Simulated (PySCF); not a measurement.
TDDFT excited states: C5H8O2Si

Species: C5H8O2Si.
Geometry (GFN2-xTB, Å), atoms numbered from 1 in this order:
```
atom  x, y, z in Å
C1     1.8869   -0.8818    1.0059
C2     0.7736   -0.6528    0.3243
O3    -0.3294   -1.4024    0.5400
Si4   -1.8656   -1.0409    0.1093
C5    -1.7633    0.8084   -0.1910
C6    -0.5691    1.2963   -0.5041
C7     0.6469    0.4317   -0.7357
O8     1.8161    1.1999   -0.8696
H9     2.7827   -0.3196    0.8237
H10    1.9286   -1.6685    1.7362
H11   -2.2048   -1.7760   -1.1093
H12   -2.6406   -1.4126    1.2846
H13   -2.5911    1.4861   -0.0468
H14   -0.3860    2.3568   -0.6363
H15    0.5334   -0.0792   -1.7035
H16    1.9741    1.6636   -0.0390
```

The calculation used TDDFT B3LYP/def2-SVPD, vertical, gas phase, core orbitals frozen in the response (PySCF).

Q: Predict the UV-vis stick spectrum at this level.

A: 

| state | E (eV) | ν̃ (cm⁻¹) | f | main configurations (H = HOMO, L = LUMO) |
| --- | --- | --- | --- | --- |
| S1 | 4.69 | 37820 | 0.0087 | H→L (99%) |
| S2 | 5.73 | 46180 | 0.0074 | H→L+1 (96%) |
| S3 | 5.84 | 47130 | 0.020 | H-1→L (55%), H-2→L (43%) |
| S4 | 6.17 | 49800 | 0.024 | H→L+3 (58%), H→L+2 (24%), H→L+4 (16%) |
| S5 | 6.30 | 50840 | 0.0082 | H→L+4 (73%), H→L+2 (24%) |
| S6 | 6.59 | 53170 | 0.100 | H-2→L (42%), H-1→L (30%) |
| S7 | 6.66 | 53680 | 0.291 | H→L+2 (27%), H→L+3 (26%), H→L+5 (16%) |
| S8 | 6.75 | 54400 | 0.030 | H-1→L+1 (58%), H-3→L (33%) |

Triplets (Tamm–Dancoff): T1 4.24 eV, H-1→L (70%), H-2→L (20%); T2 4.27 eV, H→L (38%), H→L+2 (26%), H→L+3 (19%); T3 4.72 eV, H→L (59%), H→L+2 (19%), H→L+3 (12%).

The lowest singlet lies at 4.69 eV (264 nm, ultraviolet) and is weak; its leading configuration is HOMO→LUMO (99%). The strongest level in the table is S7 at 6.66 eV (186 nm, f = 0.291). Löwdin shares by element: HOMO carbon 61% or more, oxygen 19% or more (atoms not listed hold the other 20%); LUMO carbon 66% or more, silicon 11% (atoms not listed hold the other 23%). Weighted by f, the mean energy of these states is 6.54 eV. Orbital energies (eV): HOMO-3 -9.00, HOMO-2 -8.09, HOMO-1 -7.71, HOMO -6.56, LUMO -1.02, LUMO+1 0.00, LUMO+2 0.37. The oscillator strengths of these states sum to 0.489; summed over the whole spectrum of an exact calculation they would give the number of electrons, 68 (Thomas–Reiche–Kuhn). The window holds the lowest 8 singlets.

On Intel Xeon 6975P-C, one thread, shared host with 192 logical CPUs at a one-minute load of 43, this took 30 s wall and 0.94 GiB of memory at its peak.

One conformer stands for the species.
